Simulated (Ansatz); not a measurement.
FH3NOSi (`N[SiH]([O])F`) radical, relaxed with UKS PBE-D4/def2-SVP in the Gaussian-basis code of Ansatz from a rough embedded geometry. The force threshold is 0.03 eV/Å; the program also tests the step.

Total charge 0; spin multiplicity 2.

Start:

```xyz
7

N    -0.310    0.761   -0.767
Si    0.250   -0.513    0.248
O    -0.486   -1.958   -0.248
F     1.888   -0.685    0.176
H     0.135    1.699   -0.435
H    -1.361    0.922   -0.641
H    -0.117   -0.228    1.668
```

Question: By how much does the energy fall, and how many steps does the optimiser take? (Best estimate.)

Answer: Ansatz gave: 33.84 kJ/mol, in 8 steps, 1 of them rejected.

Question: Which bonds change most? (Best estimate.)

Answer: The calculation gave: N1–H5 from 1.090 to 1.022 Å; Si2–O3 from 1.696 to 1.640 Å; N1–H6 from 1.070 to 1.022 Å; Si2–H7 from 1.495 to 1.535 Å.

Question: Give the relaxed structure. (Estimate.)

Answer: Computed: 
```xyz
7

N    -0.327    0.846   -0.634
Si    0.225   -0.521    0.238
O    -0.525   -1.953   -0.034
F     1.851   -0.447    0.150
H     0.239    1.695   -0.687
H    -1.325    1.023   -0.757
H    -0.139   -0.642    1.725
```
